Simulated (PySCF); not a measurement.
A PySCF script (with the pyscf-properties extension) for the NMR shieldings of `CNc1ccccn1`, C₆H₈N₂, on a PBE0-D3(BJ)/def2-SVP geometry:

```python
import basis_set_exchange as bse
import numpy as np
from pyscf import gto, dft
from pyscf.prop import nmr

atoms = """
C     2.423112   -0.811045   -0.469766
N     1.240006   -0.330076   -1.111386
C     0.091314    0.014923   -0.469022
C    -0.047649   -0.089894    0.933361
C    -1.257172    0.281518    1.501413
C    -2.293202    0.742920    0.688063
C    -2.047673    0.806112   -0.682429
N    -0.901589    0.458522   -1.251978
H     3.187855   -1.017972   -1.229559
H     2.246536   -1.749544    0.087382
H     2.848052   -0.077447    0.240653
H     1.217180   -0.193652   -2.112416
H     0.771999   -0.452039    1.554664
H    -1.391049    0.210552    2.584207
H    -3.257466    1.043805    1.100013
H    -2.830253    1.163264   -1.363176
"""
names = dict.fromkeys(["C", "N", "H"], "pcSseg-1")
basis = {el: gto.basis.parse(bse.get_basis(n, elements=[el], fmt="nwchem")) for el, n in names.items()}
mol = gto.M(atom=atoms, basis=basis, charge=0, verbose=0)
mf = dft.RKS(mol, xc="PBE0")
mf.grids.level = 2
mf.grids.alignment = dft.numint.BLKSIZE   # the property module wants whole blocks of grid points
mf.conv_tol = 1e-9
mf.kernel()

calc = nmr.RKS(mf)   # GIAO
C = mf.mo_coeff
Co = C[:, mf.mo_occ > 0]
resp = mf.gen_response(singlet=True, hermi=2)
def vind(x):   # induced exchange potential for any number of trial vectors
    d = np.einsum("pi,xij,qj->xpq", C, 2 * x.reshape(-1, C.shape[1], Co.shape[1]), Co, optimize=True)
    return np.einsum("xpq,pi,qj->xij", resp(d - d.transpose(0, 2, 1)), C, Co, optimize=True).ravel()
mo1, _ = nmr.rhf.solve_mo1(calc, with_cphf=vind)
sigma = calc.kernel(mo1)
for i, s in enumerate(sigma):   # ppm
    print("%2d %-2s %9.2f" % (i, mol.atom_pure_symbol(i), np.trace(s) / 3))
```

Problem. What are the results?

Solution. 
```
 0 C     155.73
 1 N     178.79
 2 C      23.48
 3 C      80.87
 4 C      41.27
 5 C      68.20
 6 C      29.31
 7 N     -38.77
 8 H      28.32
 9 H      28.53
10 H      28.54
11 H      27.11
12 H      25.25
13 H      23.77
14 H      24.79
15 H      23.11
```

These numbers come from an equivalent density-fitted implementation of the same equations, which agrees with the script to about 0.01 ppm for H and up to a few tenths of a ppm for heavy atoms, so last digits may differ.

Problem. Turn these shieldings into chemical shifts. Referencing at the same level of theory: TMS for 13C (184.41 ppm), 1H (31.27 ppm); NH3 for 15N (265.67 ppm).

Solution. Averaging equivalent atoms: C 2: 160.9; C 6: 155.1; C 4: 143.1; C 5: 116.2; C 3: 103.5; C 0: 28.7; N 7: 304.4; N 1: 86.9; H 15: 8.16; H 13: 7.49; H 14: 6.48; H 12: 6.01; H 11: 4.15; H 8/9/10: 2.80 ppm. Experimental scales use liquid or dissolved standards, which lie at an offset from isolated NH3 (liquid NH3: subtract about 20 ppm). Unscaled 15N shifts of sp2 nitrogen come out 20 to 40 ppm too high even then.

Size and cost of the density-fitted run: 176 basis functions, roughly 23 core-seconds.
